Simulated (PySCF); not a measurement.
Electron correlation in Ti (titanium, neutral)

[Ar] 3d3 4s1, 4s spin antiparallel (an excited configuration). Calculation: PySCF 2.14, in x2c-QZVPPall; the spin-free X2C one-electron Hamiltonian (Gaussian nucleus). Frozen: [Ar]; 4 electrons correlated.

MP2 pair energies summed by pair of shells (mhartree):

```
 pair  energy  share (%)
3d-3d  -22.45       58.9
3d-4s  -15.65       41.1
```

Total MP2 correlation energy: -38.10 mhartree.

Same-spin part -22.45 and opposite-spin part -15.65 mhartree; SCS-MP2 scales them by 1/3 and 6/5 to -26.26 mhartree.
